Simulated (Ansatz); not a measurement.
Relaxed structures of GaBH$_{3}$Cl, singlet (PBE0-D4/def2-TZVP; forces vanish, vibrations not checked; lower isomers may exist, and structures with a doubtful reference or unclear bonds are left out; Å). Program: Ansatz 0.2.0. Basis: def2-TZVPP. Cores are frozen in the correlated methods. Filled d shells of the heavier atoms are correlated. The def2 sets are not built for correlating such inner shells, so the correlated values are less sure here.

Q: Rank them by CCSD(T) energy, lowest first, and give each one's height above the lowest. Links in brackets join atoms within 1.22 times the sum of their covalent radii (1.1 for two metals). (To be estimated.)
A.
GaBH₃Cl ([BH2][GaH][Cl])
```
6
angstrom
B -0.8465 0.3189 -0.7245
Ga 0.5909 -0.0232 0.7275
Cl 1.7750 -1.7853 0.2804
H -1.9348 -0.1704 -0.6499
H -0.6092 0.9840 -1.6891
H 1.0246 0.6759 2.0556
```
B.
a complex of GaBHCl ([Cl][B][GaH]) + H₂
```
6
angstrom
B 0.8994 1.1436 0.0812
Ga 0.6342 -0.5000 1.3798
Cl 0.2748 1.7464 -1.3769
H -1.9387 -0.8873 -1.7423
H -1.5485 -0.9841 -1.1107
H 1.5831 -0.4989 2.6689
```
C.
GaBH₃Cl ([BH2]1[Cl][GaH]1)
```
6
angstrom
B -0.8376 0.2164 -0.7823
Ga 0.2189 0.5862 0.9271
Cl 0.4167 -1.2997 -0.6501
H -1.9587 -0.1552 -0.6069
H -0.5507 0.9136 -1.7083
H 1.2561 0.4205 2.0920
```

A: By the calculation: A (0.0 kJ/mol), C (8.4 kJ/mol), B (277.0 kJ/mol). Heights count from the lowest.

T1 diagnostic: at most 0.020. The restricted Hartree–Fock reference is unstable towards an unrestricted one at one or more of these structures. A large double-excitation amplitude points to some diradical character; no triplet was computed.

For scale, one of the runs: CCSD(T)/def2-TZVPP, 163 basis functions, launched by `ansatz run in.yaml --threads 2 --pin off --events-out ev --progress --plain --max-ram 4352MiB`. Hardware: 2 CPU threads of an Arm Neoverse V2, shared host. Wall time 37 s; peak host memory 1.2 GiB.
